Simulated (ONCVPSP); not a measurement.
# PBE ONCV dataset for hydrogen (H), non-relativistic all-electron reference.

hydrogen, optimised norm-conserving Vanderbilt (ONCV), made with ONCVPSP 4.0.1 (PBE, non-relativistic). Core none, reference 1s1. Waves: 1s: rc 0.66 bohr, ncon 4, nbas 9, qcut 8.9 1/bohr, 2 projectors, debl 0.8 Ha; p scattering state at 0.05 Ha: rc 0.54 bohr, ncon 4, nbas 7, qcut 14 1/bohr, local. Local part: the p channel. Core correction: none.

- Cutoffs needed: 27 Ha and 47 Ha (the cutoffs (Ha) at which the residual kinetic energy of the hardest occupied pseudo-wave falls to 1 and 0.1 mHa per electron)
- Ghost test: no bound ghost flagged; GHOST(+) flags only above 600 eV
